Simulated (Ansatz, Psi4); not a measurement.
System: BF, net charge 0, singlet state. SMILES: [B]F
Geometry from a B3LYP-D3(BJ)/def2-TZVP (Ansatz, a quantum-chemistry and plane-wave program) optimisation:
```xyz
2

B      0.0000     0.0000    -0.8132
F      0.0000     0.0000     0.4518
```
Charge 0, spin multiplicity 1.

wB97X-D/6-31G* beside other levels, property by property. Set-up: open shells spin-unrestricted; spin-orbit terms left out; non-relativistic; six Cartesian d functions in 6-31G* and its kin unless marked 5d; frozen cores in correlated levels; atomisation electronic, to ground-state atoms; each state is the SCF solution reached for its charge and spin. Basis-set limits of correlation are two-point, X^-3; Hartree-Fock from the larger set (for Q and 5 zeta extrapolated as (X+1)exp(-9√X)). Ab initio and DFT rows: single points at B3LYP-D3(BJ) geometries (Ansatz), with unscaled harmonic terms from B3LYP/6-31G* (Ansatz) at its own minima, enthalpies of formation by atomisation with measured atoms.

Coupled cluster (Ansatz) is a level with limits of its own, used here on species with T1 under 0.025 (0.045 for open shells) and stable references: (a) CCSD(T)/CBS(aug-cc-pVTZ,aug-cc-pVQZ); (b) CCSD(T)/CBS(cc-pVQZ,cc-pV5Z).

| property | wB97X-D/6-31G* (Psi4) | B3LYP/STO-3G (Ansatz) | B3LYP/6-31G* (Ansatz) | B3LYP/def2-TZVPD (Ansatz) | to compare with |
|---|---|---|---|---|---|
| atomisation energy (kcal/mol) | 179.9 | 198.3 | 180.8 | 179.6 | 181.8 coupled cluster (b) |
| enthalpy of formation at 298 K (kcal/mol) | -22.5 | -40.9 | -23.3 | -22.2 | -24.4 coupled cluster (b) |
| vertical ionisation energy to the doublet (eV) | 10.76 | 8.24 | 10.84 | 11.10 | 11.18 coupled cluster (a) |

As the rows show:
- atomisation energy: wB97X-D/6-31G* lies 1.9 kcal/mol below coupled cluster.
- enthalpy of formation at 298 K: wB97X-D/6-31G* lies 1.9 kcal/mol above coupled cluster.
- vertical ionisation energy to the doublet: wB97X-D/6-31G* lies 0.42 eV below coupled cluster.

The properties are those with a value to compare with, at most eight drawn at random. No case is left out for the size of its miss. Left out are saddle points of the reference geometry, anions that the best level run finds unbound, excited spin states, species near biochemistry, 298 K rows of species without real B3LYP wavenumbers, cases with under five habitual levels, runs that failed or that the program found above a lower state of the same kind, table entries that another table contradicts, and a share of species set aside by lot.
